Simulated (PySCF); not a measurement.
Isomers of C5H15NOSi, mass 133.092 u with the commonest isotopes. Theory: PySCF, PBE0-D3(BJ)/def2-SVP geometry optimisation, gas phase. One conformer each, none proved a minimum here; rigid rotors.

Problem. Order these by rotational constant C, largest first.
A. `[CH3:1][O:2][CH2:3][C:4]([CH3:5])([CH3:6])[SiH2:7][NH2:8]` with C1–O2–C3–C4 -179°, O2–C3–C4–C5 -67°, C3–C4–Si7–N8 163°, C4–Si7–N8–H -146° and 78°
B. `[CH3:1][CH2:2][C@@H:3]([CH3:4])[Si@H:5]([OH:6])[NH:7][CH3:8]` with C1–C2–C3–C4 61°, C2–C3–Si5–O6 -173°, C3–Si5–O6–H -75°, C3–Si5–N7–C8 -171°
C. `[CH3:1][CH2:2][NH:3][SiH2:4][O:5][CH:6]([CH3:7])[CH3:8]` with C1–C2–N3–Si4 -137°, C2–N3–Si4–O5 -85°, N3–Si4–O5–C6 -154°, Si4–O5–C6–C7 152°
D. `[CH3:1][CH:2]([CH3:3])[Si@H:4]([OH:5])[N:6]([CH3:7])[CH3:8]` with C1–C2–Si4–O5 -63°, C2–Si4–O5–H -68°, C2–Si4–N6–C7 167°
E. `[CH3:1][CH:2]([CH3:3])[O:4][SiH2:5][N:6]([CH3:7])[CH3:8]` with C1–C2–O4–Si5 -146°, C2–O4–Si5–N6 -65°, O4–Si5–N6–C7 93°
F. `[CH3:1][CH2:2][C@@H:3]([CH3:4])[Si@@H:5]([OH:6])[NH:7][CH3:8]` with C1–C2–C3–C4 64°, C2–C3–Si5–O6 -60°, C3–Si5–O6–H 68°, C3–Si5–N7–C8 -176°
G. `[CH3:1][CH2:2][CH2:3][Si@H:4]([NH2:5])[O:6][CH2:7][CH3:8]` with C1–C2–C3–Si4 178°, C2–C3–Si4–N5 -60°, C3–Si4–N5–H 153° and -54°, C3–Si4–O6–C7 -176°, Si4–O6–C7–C8 -93°

Solution. D (950.3 MHz), A (904.6 MHz), E (867.4 MHz), F (820.6 MHz), B (745.4 MHz), G (635.4 MHz), C (588.5 MHz).

Problem. Order these by radius of gyration √(Σ m r²/M), smallest first.
A. `[CH3:1][O:2][CH2:3][C:4]([CH3:5])([CH3:6])[SiH2:7][NH2:8]` with C1–O2–C3–C4 -179°, O2–C3–C4–C5 -67°, C3–C4–Si7–N8 163°, C4–Si7–N8–H -146° and 78°
B. `[CH3:1][CH:2]([CH3:3])[O:4][SiH2:5][N:6]([CH3:7])[CH3:8]` with C1–C2–O4–Si5 -146°, C2–O4–Si5–N6 -65°, O4–Si5–N6–C7 93°
C. `[CH3:1][CH:2]([CH3:3])[Si@H:4]([OH:5])[N:6]([CH3:7])[CH3:8]` with C1–C2–Si4–O5 -63°, C2–Si4–O5–H -68°, C2–Si4–N6–C7 167°
D. `[CH3:1][CH2:2][C@@H:3]([CH3:4])[Si@H:5]([OH:6])[NH:7][CH3:8]` with C1–C2–C3–C4 61°, C2–C3–Si5–O6 -173°, C3–Si5–O6–H -75°, C3–Si5–N7–C8 -171°
E. `[CH3:1][CH2:2][CH2:3][Si@H:4]([NH2:5])[O:6][CH2:7][CH3:8]` with C1–C2–C3–Si4 178°, C2–C3–Si4–N5 -60°, C3–Si4–N5–H 153° and -54°, C3–Si4–O6–C7 -176°, Si4–O6–C7–C8 -93°
F. `[CH3:1][CH2:2][C@@H:3]([CH3:4])[Si@@H:5]([OH:6])[NH:7][CH3:8]` with C1–C2–C3–C4 64°, C2–C3–Si5–O6 -60°, C3–Si5–O6–H 68°, C3–Si5–N7–C8 -176°
G. `[CH3:1][CH2:2][NH:3][SiH2:4][O:5][CH:6]([CH3:7])[CH3:8]` with C1–C2–N3–Si4 -137°, C2–N3–Si4–O5 -85°, N3–Si4–O5–C6 -154°, Si4–O5–C6–C7 152°

Solution. C (2.101 Å), A (2.161 Å), B (2.202 Å), F (2.250 Å), D (2.292 Å), E (2.494 Å), G (2.596 Å).

Problem. Order these by rotational constant B, largest first.
A. `[CH3:1][CH:2]([CH3:3])[Si@H:4]([OH:5])[N:6]([CH3:7])[CH3:8]` with C1–C2–Si4–O5 -63°, C2–Si4–O5–H -68°, C2–Si4–N6–C7 167°
B. `[CH3:1][CH2:2][NH:3][SiH2:4][O:5][CH:6]([CH3:7])[CH3:8]` with C1–C2–N3–Si4 -137°, C2–N3–Si4–O5 -85°, N3–Si4–O5–C6 -154°, Si4–O5–C6–C7 152°
C. `[CH3:1][CH2:2][C@@H:3]([CH3:4])[Si@@H:5]([OH:6])[NH:7][CH3:8]` with C1–C2–C3–C4 64°, C2–C3–Si5–O6 -60°, C3–Si5–O6–H 68°, C3–Si5–N7–C8 -176°
D. `[CH3:1][CH2:2][C@@H:3]([CH3:4])[Si@H:5]([OH:6])[NH:7][CH3:8]` with C1–C2–C3–C4 61°, C2–C3–Si5–O6 -173°, C3–Si5–O6–H -75°, C3–Si5–N7–C8 -171°
E. `[CH3:1][O:2][CH2:3][C:4]([CH3:5])([CH3:6])[SiH2:7][NH2:8]` with C1–O2–C3–C4 -179°, O2–C3–C4–C5 -67°, C3–C4–Si7–N8 163°, C4–Si7–N8–H -146° and 78°
F. `[CH3:1][CH2:2][CH2:3][Si@H:4]([NH2:5])[O:6][CH2:7][CH3:8]` with C1–C2–C3–Si4 178°, C2–C3–Si4–N5 -60°, C3–Si4–N5–H 153° and -54°, C3–Si4–O6–C7 -176°, Si4–O6–C7–C8 -93°

Solution. A (1164 MHz), E (1054 MHz), D (991.2 MHz), C (961.1 MHz), F (689.0 MHz), B (615.3 MHz).

```json
{"SMILES": "CC[C@@H](C)[Si@@H](O)NC", "point group": "C1", "Ia (u·Å²)": "205.37", "Ib (u·Å²)": "525.81", "Ic (u·Å²)": "615.84", "κ": "-0.83", "μa (D)": "0.28", "μb (D)": "2.18", "μc (D)": "0.00"}
{"SMILES": "CC(C)O[SiH2]N(C)C", "point group": "C1", "Ia (u·Å²)": "183.19", "Ib (u·Å²)": "524.45", "Ic (u·Å²)": "582.63", "κ": "-0.90", "μa (D)": "0.44", "μb (D)": "1.46", "μc (D)": "0.59"}
{"SMILES": "CC(C)[Si@H](O)N(C)C", "point group": "C1", "Ia (u·Å²)": "208.79", "Ib (u·Å²)": "434.04", "Ic (u·Å²)": "531.83", "κ": "-0.71", "μa (D)": "0.46", "μb (D)": "1.63", "μc (D)": "0.96"}
{"SMILES": "COCC(C)(C)[SiH2]N", "point group": "C1", "Ia (u·Å²)": "204.85", "Ib (u·Å²)": "479.62", "Ic (u·Å²)": "558.70", "κ": "-0.81", "μa (D)": "0.05", "μb (D)": "0.17", "μc (D)": "0.17"}
{"SMILES": "CC[C@@H](C)[Si@H](O)NC", "point group": "C1", "Ia (u·Å²)": "210.60", "Ib (u·Å²)": "509.86", "Ic (u·Å²)": "678.01", "κ": "-0.70", "μa (D)": "0.11", "μb (D)": "1.63", "μc (D)": "1.64"}
{"SMILES": "CCN[SiH2]OC(C)C", "point group": "C1", "Ia (u·Å²)": "113.47", "Ib (u·Å²)": "821.36", "Ic (u·Å²)": "858.79", "κ": "-0.99", "μa (D)": "0.11", "μb (D)": "0.45", "μc (D)": "0.35"}
{"SMILES": "CCC[Si@H](N)OCC", "point group": "C1", "Ia (u·Å²)": "126.94", "Ib (u·Å²)": "733.51", "Ic (u·Å²)": "795.34", "κ": "-0.97", "μa (D)": "0.79", "μb (D)": "1.36", "μc (D)": "0.36"}
```
